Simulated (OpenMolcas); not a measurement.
Ru4+: moving or changing the point charges

Ru4+ among 4 point charges of -2.5 e arranged as a tetrahedron (Td), 1.91 Å from the ion.
```
   1.1027    1.1027    1.1027  -2.50
   1.1027   -1.1027   -1.1027  -2.50
  -1.1027    1.1027   -1.1027  -2.50
  -1.1027   -1.1027    1.1027  -2.50
```

- Program: OpenMolcas
- Method: CASSCF
- Basis: ANO-RCC-VDZP [6s5p3d1f]
- Scalar Hamiltonian: DKH2, point nucleus
- Active space: 4 electrons in 5 orbitals (4d)
- State averaging: 2S+1 = 5 even, 5 roots; 2S+1 = 3 even, 45 roots; 2S+1 = 1 even, 50 roots
- Spin-orbit coupling: RASSI with atomic mean-field integrals over the reference wave functions

Runs around this geometry, states (labels of Td). Energies in cm-1 above the lowest state or level, χT in cm3 K/mol; under a threefold ground state the first gap can be a small split of the lowest multiplet, not the spin-orbit step; 10Dq and B are least-squares fits to the states below 45000 cm-1, weighted by degeneracy, with a free offset, and given where the rms deviation is under 5 % of |10Dq| (or 100 cm-1) and under 700 cm-1; 10Dq is negative for this site.

```
R (Å)  q (e)  Ground state  First state of that spin   10Dq  B (rms of fit)  First gap with spin-orbit (degeneracies)  χT at 300 K  First state of another spin
 1.91  -1.25           5T2                   5E 2419  -2530        945 (36)                              421.0 (1, 3)        0.849                    3T1 18136
 1.79   -2.5           5T2                   5E 5436  -5534       909 (158)                              321.3 (1, 3)        1.223                    3T1 15427
 1.91   -2.5           5T2                   5E 4218  -4346        927 (92)                              355.4 (1, 3)        1.088                    3T1 16578
```

Taking |10Dq| as R^-n, n = -ln(4346 / 5534) / ln(1.91 / 1.79) = 3.7 between the shortest and longest distance. The point-charge formula for a cubic d site gives n = 5.

Scaling the charges by -1.25 / -2.5 = 0.50 scales |10Dq| by 2530 / 4346 = 0.58; with fixed orbitals a first-order splitting would follow the charge.

An orbital triplet at a regular site is open to Jahn-Teller coupling, which can distort the site and quench the lowest spin-orbit gaps and is left out. Without dynamic correlation the repulsion within the d shell is too large (B by tens of per cent), so at a given field states of lower spin stand too high. Point charges give a weaker field than real ligands, and real ions of this kind are as a rule low spin; the high spin found here belongs to the model. The ground term spreads over less than 5000 cm-1, several times less than with real ligands, so orbital moments are less quenched and χT lies further from the spin-only value than at real sites (holds for R = 1.91, q = -1.25; R = 1.91, q = -2.5). This is an electrostatic model: the charges have no orbitals. No measured value stands beside these numbers.
